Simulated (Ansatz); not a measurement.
Steps of a relaxation of `NCB(O)O` with RKS PBE0-D4/def2-TZVP.

```sh
$ ansatz run in.yaml --threads 4 --pin off --events-out ev --progress --plain --max-ram 10444MiB
```

```yaml
crystal:
  periodic: [false, false, false]
  atoms:
    - {symbol: N, position_ang: [-1.433306, -0.226301, 0.441673]}
    - {symbol: C, position_ang: [-0.114893, 0.399465, 0.697564]}
    - {symbol: B, position_ang: [0.858004, -0.052043, -0.487461]}
    - {symbol: O, position_ang: [2.068293, 0.556745, -0.692627]}
    - {symbol: O, position_ang: [0.423449, -1.091946, -1.259706]}
    - {symbol: H, position_ang: [-1.989403, -0.313289, 1.301162]}
    - {symbol: H, position_ang: [-1.987667, 0.372787, -0.185031]}
    - {symbol: H, position_ang: [0.301456, -0.028924, 1.636678]}
    - {symbol: H, position_ang: [-0.137650, 1.502668, 0.860365]}
    - {symbol: H, position_ang: [2.542859, 0.131707, -1.431246]}
    - {symbol: H, position_ang: [-0.465644, -1.308070, -0.860770]}
basis:
  gaussian: {orbitals: def2-TZVP}
hamiltonian: {xc: pbe0, dispersion: d4}
relax: {f_tol: 0.005, max_steps: 150}
```

Positions (Å) and forces (eV/Å) along the path, 8 of 8 steps:

```xyz
11
step=1 energy=-7393.0870 eV
N    -1.433   -0.226    0.442   -0.545    0.567    0.283
C    -0.115    0.399    0.698    0.224    0.119    0.235
B     0.858   -0.052   -0.487    0.022    0.004    0.003
O     2.068    0.557   -0.693   -0.058   -0.536   -0.496
O     0.423   -1.092   -1.260   -0.532    0.192    0.573
H    -1.989   -0.313    1.301    0.397    0.039   -0.510
H    -1.988    0.373   -0.185    0.370   -0.382    0.371
H     0.301   -0.029    1.637   -0.233    0.189   -0.437
H    -0.138    1.503    0.860   -0.058   -0.582   -0.116
H     2.543    0.132   -1.431   -0.286    0.317    0.510
H    -0.466   -1.308   -0.861    0.701    0.073   -0.415
11
step=2 energy=-7393.1291 eV
N    -1.437   -0.218    0.453   -0.190    0.238    0.100
C    -0.115    0.395    0.691    0.058    0.019    0.080
B     0.854   -0.056   -0.487    0.009    0.049    0.053
O     2.060    0.552   -0.686   -0.073   -0.222   -0.165
O     0.431   -1.090   -1.263   -0.289    0.092    0.273
H    -1.975   -0.298    1.311    0.136   -0.014   -0.146
H    -1.987    0.375   -0.166    0.114   -0.132    0.089
H     0.293   -0.024    1.624   -0.052    0.061   -0.140
H    -0.143    1.486    0.843    0.006   -0.165   -0.044
H     2.537    0.135   -1.414   -0.047    0.112    0.143
H    -0.452   -1.314   -0.886    0.327   -0.039   -0.243
11
step=3 energy=-7393.1402 eV
N    -1.443   -0.205    0.462    0.029    0.010    0.029
C    -0.117    0.394    0.689   -0.045   -0.058   -0.050
B     0.847   -0.060   -0.483   -0.009    0.063    0.022
O     2.049    0.548   -0.677   -0.012   -0.026   -0.012
O     0.435   -1.086   -1.272   -0.001    0.025    0.069
H    -1.968   -0.288    1.321   -0.013   -0.007    0.041
H    -1.991    0.379   -0.155   -0.014    0.011   -0.037
H     0.291   -0.020    1.617    0.019   -0.014    0.045
H    -0.136    1.479    0.832    0.018    0.058    0.004
H     2.533    0.142   -1.402    0.048    0.007   -0.021
H    -0.435   -1.340   -0.912   -0.020   -0.070   -0.090
11
step=4 energy=-7393.1400 eV rejected
N    -1.454   -0.208    0.490    0.062    0.063   -0.097
C    -0.123    0.385    0.687   -0.045    0.066   -0.017
B     0.836   -0.054   -0.492    0.190   -0.137    0.110
O     2.047    0.549   -0.667   -0.140    0.002   -0.013
O     0.452   -1.093   -1.280   -0.066    0.099   -0.055
H    -1.980   -0.237    1.352   -0.011   -0.034    0.072
H    -1.997    0.358   -0.151    0.002    0.002   -0.025
H     0.298   -0.023    1.613    0.029   -0.012   -0.012
H    -0.127    1.473    0.822   -0.036    0.047    0.039
H     2.542    0.153   -1.388    0.009   -0.012   -0.005
H    -0.428   -1.359   -0.965    0.007   -0.085    0.003
11
step=5 energy=-7393.1431 eV
N    -1.447   -0.203    0.473    0.013    0.013    0.003
C    -0.119    0.392    0.689   -0.023   -0.025   -0.014
B     0.844   -0.060   -0.482    0.016    0.030   -0.011
O     2.046    0.548   -0.674   -0.020   -0.014    0.003
O     0.440   -1.087   -1.276   -0.006    0.012    0.028
H    -1.972   -0.271    1.333   -0.009    0.000    0.023
H    -1.993    0.373   -0.154   -0.004    0.001   -0.012
H     0.293   -0.019    1.617    0.009   -0.005    0.023
H    -0.132    1.480    0.830    0.006    0.024    0.005
H     2.536    0.147   -1.398    0.018    0.000   -0.008
H    -0.431   -1.356   -0.937    0.000   -0.035   -0.039
11
step=6 energy=-7393.1439 eV
N    -1.451   -0.200    0.481    0.006   -0.009    0.028
C    -0.121    0.389    0.692    0.030    0.000   -0.038
B     0.840   -0.061   -0.484   -0.030    0.038    0.061
O     2.040    0.552   -0.673    0.009   -0.004   -0.014
O     0.447   -1.089   -1.281    0.006   -0.021   -0.028
H    -1.979   -0.246    1.343   -0.005   -0.002   -0.004
H    -1.992    0.369   -0.158   -0.002    0.009   -0.010
H     0.296   -0.026    1.617   -0.009    0.000   -0.002
H    -0.126    1.478    0.835   -0.001   -0.011    0.001
H     2.535    0.155   -1.396    0.004    0.002    0.002
H    -0.422   -1.379   -0.957   -0.008   -0.002    0.005
11
step=7 energy=-7393.1440 eV
N    -1.451   -0.198    0.482   -0.008    0.003   -0.009
C    -0.120    0.388    0.692   -0.011   -0.003    0.012
B     0.839   -0.060   -0.483   -0.012   -0.018   -0.008
O     2.037    0.555   -0.677    0.006    0.002    0.001
O     0.448   -1.091   -1.279    0.006    0.008    0.002
H    -1.982   -0.241    1.342    0.009    0.002    0.000
H    -1.989    0.369   -0.161    0.000   -0.004   -0.002
H     0.295   -0.030    1.617    0.008    0.003    0.002
H    -0.124    1.476    0.839    0.001    0.003    0.001
H     2.533    0.156   -1.397   -0.001    0.000   -0.002
H    -0.420   -1.383   -0.955    0.002    0.003    0.002
11
step=8 energy=-7393.1440 eV
N    -1.451   -0.199    0.482    0.001    0.000    0.003
C    -0.121    0.388    0.693   -0.001   -0.002   -0.004
B     0.839   -0.060   -0.483    0.003   -0.003   -0.001
O     2.038    0.555   -0.676    0.000    0.000   -0.001
O     0.448   -1.090   -1.280    0.000    0.003    0.002
H    -1.982   -0.240    1.342    0.000    0.000    0.000
H    -1.989    0.368   -0.162    0.000    0.000   -0.001
H     0.295   -0.030    1.617    0.000    0.002    0.000
H    -0.124    1.476    0.838   -0.001   -0.001    0.002
H     2.533    0.157   -1.397   -0.001    0.000    0.000
H    -0.420   -1.383   -0.955    0.000    0.000   -0.001
```

Hardware: 4 threads of an AMD EPYC 9B45 on a shared host. Wall time 8.5 s, peak host memory 0.45 GiB.
